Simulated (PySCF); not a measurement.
**Electron correlation in F (fluorine, neutral)**

[He] 2s2 2p5, 2P determinant. Calculation: PySCF 2.14, in cc-pVDZ-DK; scalar relativity by spin-free X2C-1e. Frozen: 1s2; 7 electrons correlated.

MP2 pair energies summed by pair of shells (mhartree):

```
 pair  energy  share (%)
2p-2p  -90.36       64.2
2s-2p  -42.75       30.4
2s-2s   -7.61        5.4
```

Total MP2 correlation energy: -140.72 mhartree.

Same-spin part -35.77 and opposite-spin part -104.95 mhartree; SCS-MP2 scales them by 1/3 and 6/5 to -137.86 mhartree.

| level | correlation energy (mhartree) |
| --- | --- |
| CCSD | -151.57 |
| (T) | -0.89 |
| CCSD(T) | -152.46 |

Diagnostics: T1 = 0.0027, D1 = 0.0051, largest double amplitude 0.048.

Cost of the coupled-cluster step: 0.13 s of wall time on 1 thread of Neoverse-N1 (shared host), for 7 correlated electrons.
